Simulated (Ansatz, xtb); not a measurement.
# Two isomers of C5H7NSi2

Structure a: `N#CC1=C[SiH2]C=C[SiH2]1`, a singlet. Structure b: `N#C/C=C/[SiH2]C#C[SiH3]`, a singlet. Both are isolated molecules in the gas phase, relaxed with r2SCAN-D4/def2-SVP; the shapes shown needn't be the lowest conformers.

a (Å):

```json
{"atom": "C", "x (Å)": "-0.7604", "y (Å)": "0.6583", "z (Å)": "3.0395"}
{"atom": "C", "x (Å)": "-0.3447", "y (Å)": "0.3376", "z (Å)": "1.7098"}
{"atom": "C", "x (Å)": "0.9435", "y (Å)": "-0.0244", "z (Å)": "1.4574"}
{"atom": "C", "x (Å)": "0.2919", "y (Å)": "-0.3512", "z (Å)": "-1.5268"}
{"atom": "C", "x (Å)": "-0.9885", "y (Å)": "0.0072", "z (Å)": "-1.2841"}
{"atom": "N", "x (Å)": "-1.1607", "y (Å)": "0.9314", "z (Å)": "4.1019"}
{"atom": "Si", "x (Å)": "1.6332", "y (Å)": "-0.4713", "z (Å)": "-0.2285"}
{"atom": "Si", "x (Å)": "-1.6997", "y (Å)": "0.4589", "z (Å)": "0.3858"}
{"atom": "H", "x (Å)": "1.6336", "y (Å)": "-0.0562", "z (Å)": "2.3148"}
{"atom": "H", "x (Å)": "2.7681", "y (Å)": "0.4485", "z (Å)": "-0.5515"}
{"atom": "H", "x (Å)": "2.1968", "y (Å)": "-1.8561", "z (Å)": "-0.1743"}
{"atom": "H", "x (Å)": "0.5722", "y (Å)": "-0.5917", "z (Å)": "-2.5649"}
{"atom": "H", "x (Å)": "-1.6858", "y (Å)": "0.0403", "z (Å)": "-2.1372"}
{"atom": "H", "x (Å)": "-2.2391", "y (Å)": "1.8517", "z (Å)": "0.3769"}
{"atom": "H", "x (Å)": "-2.8168", "y (Å)": "-0.4607", "z (Å)": "0.7564"}
```

b (Å):

```json
{"atom": "C", "x (Å)": "2.1041", "y (Å)": "3.2353", "z (Å)": "-1.9949"}
{"atom": "C", "x (Å)": "1.3420", "y (Å)": "2.3991", "z (Å)": "-1.1258"}
{"atom": "C", "x (Å)": "0.5096", "y (Å)": "2.8791", "z (Å)": "-0.1759"}
{"atom": "C", "x (Å)": "-0.1330", "y (Å)": "0.0316", "z (Å)": "0.5501"}
{"atom": "C", "x (Å)": "0.1283", "y (Å)": "-1.1315", "z (Å)": "0.2472"}
{"atom": "N", "x (Å)": "2.7330", "y (Å)": "3.9061", "z (Å)": "-2.7124"}
{"atom": "Si", "x (Å)": "-0.4910", "y (Å)": "1.7797", "z (Å)": "0.9648"}
{"atom": "Si", "x (Å)": "0.5126", "y (Å)": "-2.8727", "z (Å)": "-0.1968"}
{"atom": "H", "x (Å)": "1.4694", "y (Å)": "1.3173", "z (Å)": "-1.2719"}
{"atom": "H", "x (Å)": "0.4220", "y (Å)": "3.9697", "z (Å)": "-0.0752"}
{"atom": "H", "x (Å)": "-0.1225", "y (Å)": "2.0546", "z (Å)": "2.3840"}
{"atom": "H", "x (Å)": "-1.9458", "y (Å)": "2.0597", "z (Å)": "0.7887"}
{"atom": "H", "x (Å)": "0.4891", "y (Å)": "-3.7089", "z (Å)": "1.0361"}
{"atom": "H", "x (Å)": "-0.5064", "y (Å)": "-3.3690", "z (Å)": "-1.1642"}
{"atom": "H", "x (Å)": "1.8659", "y (Å)": "-2.9284", "z (Å)": "-0.8187"}
```

Quicker runs give these differences E(b) − E(a): GFN2-xTB +0.826 eV; HF/STO-3G +1.571 eV (at GFN2-xTB geometries); r2SCAN-D4/def2-SVP//GFN2-xTB +1.314 eV.

Problem. Estimate E(b) − E(a) at the level CCSD(T)/def2-SVP + ΔMP2/def2-TZVPP.

Solution. Calculated at CCSD(T)/def2-SVP + ΔMP2/def2-TZVPP: E(b) − E(a) = +1.035 eV, so structure a lies lower.

The same difference at several levels:

| level | geometry | E(b) − E(a) (eV) | departure from the last row (eV) | job, with rough time for the two |
| --- | --- | --- | --- | --- |
| GFN2-xTB | GFN2-xTB | +0.826 | −0.209 | optimisation, 0.33 s |
| HF/STO-3G | GFN2-xTB | +1.571 | +0.536 | single point, 0.5 s |
| r2SCAN-D4/def2-SVP//GFN2-xTB | GFN2-xTB | +1.314 | +0.279 | single point, 4.1 s |
| r2SCAN-D4/def2-SVP | r2SCAN-D4/def2-SVP | +1.314 | +0.278 | optimisation, 39 s |
| HF/def2-SVP | r2SCAN-D4/def2-SVP | +0.921 | −0.114 | part of the CCSD(T) run |
| MP2/def2-SVP | r2SCAN-D4/def2-SVP | +0.990 | −0.046 | part of the CCSD(T) run |
| CCSD(T)/def2-SVP | r2SCAN-D4/def2-SVP | +1.045 | +0.010 | single point |
| CCSD(T)/def2-SVP + ΔMP2/def2-TZVPP | r2SCAN-D4/def2-SVP | +1.035 |  | single point, 98 s |

As drawn, b has 1 C≡C, 1 Si–H in place of 1 C=C, 1 C–Si, 1 C–H. Structure a has a 6-membered ring, b no ring.

The levels shown agree on the order. The largest departure from CCSD(T)/def2-SVP + ΔMP2/def2-TZVPP is that of HF/STO-3G, 0.536 eV. A small imaginary or near-zero mode remains, so no thermal terms are given. The last row adds to CCSD(T) the change of the MP2 difference between the two basis sets, here −0.010 eV.

The correlated steps freeze 16 core orbitals. Codes used: Ansatz 0.2.0, xtb 6.7.1; the last row on 4 threads of Arm Neoverse V1 on a shared host.
